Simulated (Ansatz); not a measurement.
Start from `B/C=N/C` and change one atom or group (the configuration at the double bond changes too) to get `C/N=C\[Se][AlH2]`.

Ansatz, PBE0-D4/def2-TZVP geometries, multiplicity 1. Each molecule was computed in one conformer, which needn't be the lowest.

Scalar relativity is left out up to krypton. Spin–orbit coupling is left out; it splits and shifts lone-pair levels of the heavy atoms by tenths of an eV.

| property | `B/C=N/C` |
| --- | --- |
| HOMO energy (B3LYP/def2-TZVPP) / eV | -7.21 |
| HOMO energy (PBE0/def2-TZVPP) / eV | -7.42 |
| HOMO energy (PBE/def2-TZVPP) / eV | -5.97 |
| LUMO energy (PBE/def2-TZVPP) / eV | -3.49 |
| LUMO energy (PBE0/def2-TZVPP) / eV | -2.46 |
| HOMO–LUMO gap (PBE/def2-TZVPP) / eV | 2.48 |

Give the same properties after the change, and the shifts. (Estimate.)

Ansatz gave: 
```json
{"property": "HOMO energy (B3LYP/def2-TZVPP) / eV", "`C/N=C\\[Se][AlH2]`": "-6.93", "shift": "0.28"}
{"property": "HOMO energy (PBE0/def2-TZVPP) / eV", "`C/N=C\\[Se][AlH2]`": "-7.16", "shift": "0.26"}
{"property": "HOMO energy (PBE/def2-TZVPP) / eV", "`C/N=C\\[Se][AlH2]`": "-5.97", "shift": "0.00"}
{"property": "LUMO energy (PBE/def2-TZVPP) / eV", "`C/N=C\\[Se][AlH2]`": "-2.28", "shift": "1.21"}
{"property": "LUMO energy (PBE0/def2-TZVPP) / eV", "`C/N=C\\[Se][AlH2]`": "-1.56", "shift": "0.90"}
{"property": "HOMO–LUMO gap (PBE/def2-TZVPP) / eV", "`C/N=C\\[Se][AlH2]`": "3.69", "shift": "1.21"}
```

With PBE0 the HOMO rises by 0.26 eV and the LUMO rises by 0.90 eV, so the gap widens by about 0.64 eV. PBE moves the HOMO by 0.00 eV and ωB97M-V by 0.52 eV.

B3LYP here is the variant with VWN-RPA as its local correlation; programs differ in this.
